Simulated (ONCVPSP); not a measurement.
# Zr: one change to an ONCV potential, before and after

```json
{
 "Element": "zirconium",
 "Generator": "ONCVPSP 4.0.1",
 "Type": "optimised norm-conserving Vanderbilt (ONCV)",
 "Functional": "PBE",
 "Relativity": "fully relativistic",
 "Frozen core": "[Ar] 3d10 4s2",
 "Valence charge": "10",
 "Reference configuration": "4p6 4d2 5s1 5p1",
 "Partial waves": "5s: rc 3.05 bohr, ncon 4, nbas 7, qcut 2.2 1/bohr, 1 projector; 4p+5p: rc 2.00 bohr, ncon 4, nbas 7, qcut 7.6 1/bohr, 2 projectors; 4d: rc 1.75 bohr, ncon 3, nbas 8, qcut 5.9 1/bohr, 3 projectors, debl 3.2 Ha",
 "Local potential": "polynomial inside 1.60 bohr (lpopt 5, dvloc0 2 Ha)",
 "Core correction": "Teter function, fcfact 2.25, rcfact 1.35"
}
```

Open shells are filled in proportion to 2j + 1.

Change: local potential polynomial inside 1.60 bohr (lpopt 5, dvloc0 7.5 Ha).

Cutoffs: the cutoffs (Ha) at which the residual kinetic energy of the hardest occupied pseudo-wave falls to 1 and 0.1 mHa per electron; they do not see the model core or the augmentation charge, which bear on the density cutoff. Errors are all-electron minus pseudo energies relative to the spin-unpolarised reference configuration.

How do hardness, ghosts and transferability respond?

The potential gets neither clearly harder nor softer (14 Ha and 17 Ha → 14 Ha and 17 Ha); the bound ghost in s disappears; the number of tests that count goes from 3 to 4; of the 3 tests that both files solve, the error grows in 1 and shrinks in 0 by more than 15 % and 0.3 meV (median size 1.3 → 1.7 meV). In the separable form a ghost depends on how the local part lies against the semilocal potential of the channel, so the choice of the local part can create or remove one.

| quantity | base | changed |
| --- | --- | --- |
| cutoff, loose | 14 Ha | 14 Ha |
| cutoff, tight | 17 Ha | 17 Ha |
| bound ghosts | s | none |
| GHOST(+) flags under 300 eV | none | none |
| tests counted (converged, no solver errors) | 3 of 4 | 4 of 4 |
| error for 4p6 4d2 5s2 5p0, meV [ΔE -3.04 eV] | -3.3 | -3.1 |
| error for 4p6 4d2 5s1 5p0, meV [ΔE 4.10 eV] | +1.3 | +1.7 |
| error for 4p6 4d2 5s1.5 5p0, meV [ΔE -0.16 eV] | -0.6 | -0.7 |
| s: phases at 3.09 bohr within 0.05 rad from the reference energy up to (Ha; the scan ends near 5) | 0.7 | 0.4 |
| p3/2: phases at 2.03 bohr within 0.05 rad from the reference energy up to (Ha; the scan ends near 5) | to the end of the scan | to the end of the scan |
| p1/2: phases at 2.03 bohr within 0.05 rad from the reference energy up to (Ha; the scan ends near 5) | to the end of the scan | to the end of the scan |
| d5/2: phases at 1.77 bohr within 0.05 rad from the reference energy up to (Ha; the scan ends near 5) | to the end of the scan | to the end of the scan |
| d3/2: phases at 1.77 bohr within 0.05 rad from the reference energy up to (Ha; the scan ends near 5) | to the end of the scan | to the end of the scan |
| rms error of d²Exc/dni dnj with the model core, mHa | 4.97 | 4.97 |

Base: Tests not counted: 4p6 4d2 5s0 5p0 (solver warning, printed error +8.1 meV). A true bound ghost makes a file unfit for plane-wave use even where its test errors are small: the radial tests pick states by their node count and pass the ghost by.
